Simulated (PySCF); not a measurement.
Species: C3H6GeNP.
Bonds: Ge1–N2, N2–C3 (aromatic), C3–C4 (aromatic), C4–P5 (aromatic), P5–C6 (aromatic), N2–C6 (aromatic). Hydrogens: H7, H8, H9 on Ge1; H10 on C3; H11 on C4; H12 on C6.

Theory: PySCF, PBE0-D3(BJ)/def2-SVP geometry optimisation, gas phase.

Entries marked ? are missing. Bonds in one row agree within 0.01 Å.

```tsv
coordinate	value
Ge1–N2	?
N2–C3	?
C3–C4	1.370 Å
C4–P5	?
P5–C6	1.724 Å
N2–C6	?
Ge1–H7, Ge1–H8, Ge1–H9	1.534 Å
C3–H10	1.092 Å
C4–H11	1.091 Å
C6–H12	1.092 Å
Ge1–N2–C3	123.8°
Ge1–N2–C6	123.6°
C3–N2–C6	?
N2–C3–C4	113.3°
C3–C4–P5	?
C4–P5–C6	?
N2–C6–P5	114.0°
```

Fill in the missing values.

- Ge1–N2 = 1.878 Å, drawn single (ends: germanium bonded to N and 3 H; pyrrole-type nitrogen); 0.03 Å below the sum of covalent radii, 1.91 Å.
- N2–C3 = 1.373 Å, aromatic (pyrrole-type nitrogen to aromatic CH next to a ring nitrogen); 0.07 Å below the sum of covalent radii, 1.44 Å.
- C4–P5 = 1.772 Å, aromatic (ends: aromatic CH carbon; phosphorus bonded to 2 C); 0.03 Å below the sum of covalent radii, 1.80 Å.
- N2–C6 = 1.365 Å, aromatic (pyrrole-type nitrogen to aromatic CH next to a ring nitrogen); 0.07 Å below the sum of covalent radii, 1.44 Å.
- C3–N2–C6 = 112.5°, at the pyrrole-type nitrogen, inside a 5-membered ring; the outer atoms are 2.276 Å apart.
- C3–C4–P5 = 111.8°, at the aromatic CH carbon, inside a 5-membered ring; the outer atoms are 2.611 Å apart.
- C4–P5–C6 = 88.4°, at the phosphorus bonded to 2 C, inside a 5-membered ring; the outer atoms are 2.438 Å apart.

Radii are Cordero's, carbon taken as 0.76, 0.73 or 0.69 Å for four, three, and two or fewer neighbours.

No PBE0-D3(BJ)/def2-SVP frequencies stand behind this structure, so it isn't proved a minimum.

Time: 59 s of wall time; peak memory 0.53 GiB. Hardware: one thread of an Arm Neoverse V1, on a shared host. This is the geometry optimisation.
